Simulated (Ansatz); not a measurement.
## Changing the shape of CaH, doublet

Computed with Ansatz's Gaussian-basis code (development build). Basis def2-SVP, nonrelativistic, 5 orbitals frozen in the corrections; active space CAS(3,3). Restricted Hartree–Fock, then the lowest state-specific CASSCF solution met for each case. Small basis; these aren't basis-limit values. On stretched bonds single-reference methods can fail or change state. Unlike active orbitals can shift such differences by tenths of an eV, at times by over 1 eV.

Case A: bond length 2.0030 Å.

Case B: bond length 6.0090 Å. A bond is stretched, to 2.90 times the sum of the covalent radii.

Case C: bond length 3.0045 Å. A bond is stretched, to 1.45 times the sum of the covalent radii.

Energy less that of case A, in eV:

```csv
case,RHF/ROHF,CASSCF
B,+1.345,+1.446
C,+1.235,+0.911
```

Problem. What does SC-NEVPT2 give for these differences?

Solution. B: +1.401 eV (32.3 kcal/mol); C: +0.962 eV (22.2 kcal/mol).

Problem. Which case is lowest, and do the methods agree?

Solution. A is lowest in SC-NEVPT2. Of the methods shown, RHF/ROHF, CASSCF agree.
